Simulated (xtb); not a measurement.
A run for xtb: GFN2-xTB on GeH5NO (SMILES [NH2][GeH2][OH]), a point of a torsion scan.

```
$ xtb mol.xyz --gfn 2 --opt vtight --chrg 0 --uhf 0 --input xcontrol
8

N      1.40662620    -0.21202891     0.15903783
Ge    -0.30721171     0.51559885     0.05641337
O     -0.90525195     0.48484122    -1.62990309
H      1.37427590    -1.23103635     0.33015818
H      2.01010591     0.05332815    -0.64311547
H     -0.36706952     1.94531110     0.58761427
H     -1.18931148    -0.40453303     0.95884769
H     -1.52834998    -0.26307244    -1.76678859
$constrain
  force constant=1.0
  dihedral: 4,1,2,3,270.0
$end
```

The log:

```
[...]
           -------------------------------------------------
          |                Calculation Setup                |
           -------------------------------------------------



           -------------------------------------------------
          |                 G F N 2 - x T B                 |
           -------------------------------------------------

        Reference                      10.1021/acs.jctc.8b01176
      * Hamiltonian:
        H0-scaling (s, p, d)           1.850000    2.230000    2.230000
        zeta-weighting                 0.500000
      * Dispersion:
        s8                             2.700000
        a1                             0.520000
        a2                             5.000000
        s9                             5.000000
      * Repulsion:
        kExp                           1.500000    1.000000
        rExp                           1.000000
      * Coulomb:
        alpha                          2.000000
        third order                    shell-resolved
        anisotropic                    true
        a3                             3.000000
        a5                             4.000000
        cn-shift                       1.200000
        cn-exp                         4.000000
        max-rad                        5.000000


          ...................................................
          :                      SETUP                      :
          :.................................................:
          :  # basis functions                  23          :
          :  # atomic orbitals                  22          :
          :  # shells                           12          :
          :  # electrons                        20          :
          :  max. iterations                   250          :
          :  Hamiltonian                  GFN2-xTB          :
          :  restarted?                      false          :
          :  GBSA solvation                  false          :
          :  PC potential                    false          :
          :  electronic temp.          300.0000000     K    :
          :  accuracy                    1.0000000          :
          :  -> integral cutoff          0.2500000E+02      :
          :  -> integral neglect         0.1000000E-07      :
          :  -> SCF convergence          0.1000000E-05 Eh   :
          :  -> wf. convergence          0.1000000E-03 e    :
          :  Broyden damping             0.4000000          :
          :  net charge                          0          :
          :  unpaired electrons                  0          :
          ...................................................

 iter      E             dE          RMSdq      gap      omega  full diag
   1    -11.0969105 -0.110969E+02  0.916E+00    4.39       0.0  T
   2    -11.0818421  0.150685E-01  0.109E+01    8.90       1.0  T
   3    -11.5238714 -0.442029E+00  0.405E+00    7.71       1.0  T
   4    -11.5058209  0.180505E-01  0.306E+00    7.66       1.0  T
   5    -11.5339777 -0.281568E-01  0.654E-01    7.05       1.0  T
   6    -11.5340209 -0.431845E-04  0.403E-01    7.09       1.0  T
   7    -11.5342125 -0.191574E-03  0.488E-02    7.16       1.0  T
   8    -11.5342131 -0.681789E-06  0.264E-02    7.17       1.3  T
   9    -11.5342139 -0.729419E-06  0.542E-03    7.16       6.5  T
  10    -11.5342139 -0.185566E-07  0.950E-04    7.16      37.2  T
  11    -11.5342139 -0.171134E-08  0.339E-04    7.16     104.2  T

   *** convergence criteria satisfied after 11 iterations ***

         #    Occupation            Energy/Eh            Energy/eV
      -------------------------------------------------------------
         1        2.0000           -0.6791317             -18.4801
       ...           ...                  ...                  ...
         4        2.0000           -0.5449759             -14.8295
         5        2.0000           -0.5104512             -13.8901
         6        2.0000           -0.4781800             -13.0119
         7        2.0000           -0.4712963             -12.8246
         8        2.0000           -0.4407166             -11.9925
         9        2.0000           -0.4289579             -11.6725
        10        2.0000           -0.3885357             -10.5726 (HOMO)
        11                         -0.1254325              -3.4132 (LUMO)
        12                         -0.0899774              -2.4484
        13                         -0.0811280              -2.2076
        14                         -0.0561416              -1.5277
        15                          0.0428278               1.1654
       ...                                ...                  ...
        22                          0.9958885              27.0995
      -------------------------------------------------------------
                  HL-Gap            0.2631032 Eh            7.1594 eV
             Fermi-level           -0.2569841 Eh           -6.9929 eV

 SCC (total)  
[...]
  Fermi-level           -0.2435871 Eh           -6.6283 eV

 SCC (total)                   0 d,  0 h,  0 min,  0.001 sec
 SCC setup                      ...        0 min,  0.000 sec (  2.554%)
 Dispersion                     ...        0 min,  0.000 sec (  0.763%)
 classical contributions        ...        0 min,  0.000 sec (  0.361%)
 integral evaluation            ...        0 min,  0.000 sec ( 25.530%)
 iterations                     ...        0 min,  0.000 sec ( 20.664%)
 molecular gradient             ...        0 min,  0.001 sec ( 46.743%)
 printout                       ...        0 min,  0.000 sec (  3.084%)

         :::::::::::::::::::::::::::::::::::::::::::::::::::::
         ::                     SUMMARY                     ::
         :::::::::::::::::::::::::::::::::::::::::::::::::::::
         :: total energy             -11.480772366613 Eh    ::
         :: gradient norm              0.000119697826 Eh/a0 ::
         :: HOMO-LUMO gap              7.799029342152 eV    ::
         ::.................................................::
         :: SCC energy               -11.562012315604 Eh    ::
         :: -> isotropic ES            0.033030687667 Eh    ::
         :: -> anisotropic ES          0.001363011567 Eh    ::
         :: -> anisotropic XC          0.002928232246 Eh    ::
         :: -> dispersion             -0.003114602565 Eh    ::
         :: repulsion energy           0.081239948134 Eh    ::
         :: add. restraining           0.000000000857 Eh    ::
         :: total charge               0.000000000000 e     ::
         :::::::::::::::::::::::::::::::::::::::::::::::::::::

           -------------------------------------------------
          |                Property Printout                |
           -------------------------------------------------

    * Orbital Energies and Occupations

         #    Occupation            Energy/Eh            Energy/eV
      -------------------------------------------------------------
         1        2.0000           -0.6792414             -18.4831
         2        2.0000           -0.6346558             -17.2699
         3        2.0000           -0.5867303             -15.9657
         4        2.0000           -0.5420985             -14.7513
         5        2.0000           -0.5130152             -13.9599
         6        2.0000           -0.4787667             -13.0279
         7        2.0000           -0.4696581             -12.7800
         8        2.0000           -0.4418817             -12.0242
         9        2.0000           -0.4278341             -11.6420
        10        2.0000           -0.3868916             -10.5279 (HOMO)
        11                         -0.1002825              -2.7288 (LUMO)
        12                         -0.0666327              -1.8132
        13                         -0.0619626              -1.6861
        14                         -0.0291414              -0.7930
        15                          0.0851303               2.3165
        16                          0.1237448               3.3673
        17                          0.1398074               3.8044
        18                          0.1896724               5.1612
        19                          0.2205172               6.0006
        20                          0.8616148              23.4457
        21                          0.8731196              23.7588
        22                          1.1227483              30.5515
      -------------------------------------------------------------
                  HL-Gap            0.2866091 Eh            7.7990 eV
             Fermi-level           -0.2435871 Eh           -6.6283 eV

     #   Z          covCN         q      C6AA      α(0)
     1   7 N        2.554    -0.381    29.878     8.118
     2  32 Ge       3.496     0.249   169.121    23.475
     3   8 O        1.586    -0.470    22.291     6.371
     4   1 H        0.861     0.161     1.327     1.805
     5   1 H        0.861     0.165     1.302     1.788
     6   1 H        0.940    -0.003     3.110     2.757
     7   1 H        0.938    -0.023     3.489     2.920
     8   1 H        0.809     0.301     0.716     1.329

 Mol. C6AA /au·bohr⁶  :        885.281270
 Mol. C8AA /au·bohr⁸  :      37632.625679
 Mol. α(0) /au        :         48.562812


Wiberg/Mayer (AO) data.
largest (>0.10) Wiberg bond orders for each atom

 ---------------------------------------------------------------------------
     #   Z sym  total        # sym  WBO       # sym  WBO       # sym  WBO
 ---------------------------------------------------------------------------
     1   7 N    3.177 --     2 Ge   1.097     4 H    0.947     5 H    0.945
     2  32 Ge   3.935 --     3 O    1.139     1 N    1.097     6 H    0.821
                             7 H    0.813
     3   8 O    2.185 --     2 Ge   1.139     8 H    0.882
     4   1 H    0.974 --     1 N    0.947
     5   1 H    0.973 --     1 N    0.945
     6   1 H    1.000 --     2 Ge   0.821
     7   1 H    0.999 --     2 Ge   0.813
     8   1 H    0.909 --     3 O    0.882
 ---------------------------------------------------------------------------

Topologies differ in total number of bonds
Writing topology from bond orders to xtbtopo.mol

molecular dipole:
                 x           y           z       tot (Debye)
 q only:        0.196      -0.584       0.032
   full:        0.203      -0.873      -0.246       2.363
molecular quadrupole (traceless):
                xx          xy          yy          xz          yz          zz
 q only:        0.485       1.020      -0.144      -0.885       2.707      -0.341
  q+dip:        0.390       1.415       0.610      -2.029       2.960      -1.001
   full:        0.448       1.378       0.461      -2.023       3.386      -0.910

           -------------------------------------------------
          |                Geometry Summary                 |
           -------------------------------------------------

      molecular mass/u    :      107.6733620
   center of mass at/Å    :       -0.2223836       0.3639635      -0.1225079
  moments of inertia/u·Å² :        0.3258266E+02   0.7937055E+02   0.1020667E+03
rotational constants/cm⁻¹ :        0.5173804E+00   0.2123915E+00   0.1651630E+00

 * 7 selected distances

     #   Z          #   Z                                           value/Å
     1   7 N        2  32 Ge                                      1.8044910 (max)
     2  32 Ge       3   8 O                                       1.7495187
     1   7 N        4   1 H                                       1.0082741
     1   7 N        5   1 H                                       1.0093181
     2  32 Ge       6   1 H                                       1.4869583
     2  32 Ge       7   1 H                                       1.5010443
     3   8 O        8   1 H                                       0.9545495 (min)

 * 5 distinct bonds (by element types)

   Z      Z             #   av. dist./Å        max./Å        min./Å
   1 H    7 N           2     1.0087961     1.0093181     1.0082741
   1 H    8 O           1     0.9545495     0.9545495     0.9545495
   1 H   32 Ge          2     1.4940013     1.5010443     1.4869583
   7 N   32 Ge          1     1.8044910     1.8044910     1.8044910
   8 O   32 Ge          1     1.7495187     1.7495187     1.7495187


optimized geometry written to: xtbopt.xyz


           -------------------------------------------------
          | TOTAL ENERGY              -11.480772366613 Eh   |
          | GRADIENT NORM               0.000119697826 Eh/α |
          | HOMO-LUMO GAP               7.799029342152 eV   |
           -------------------------------------------------
Note: The following floating-point exceptions are signalling: IEEE_DENORMAL
normal termination of xtb

------------------------------------------------------------------------
------------------------------------------------------------------------
 total:
 SCF:
 ANC optimizer:
```

The run finished.

Warnings raised: the energy holds the restraint's term.

Cost: about 0.06 core-seconds (a rough figure).
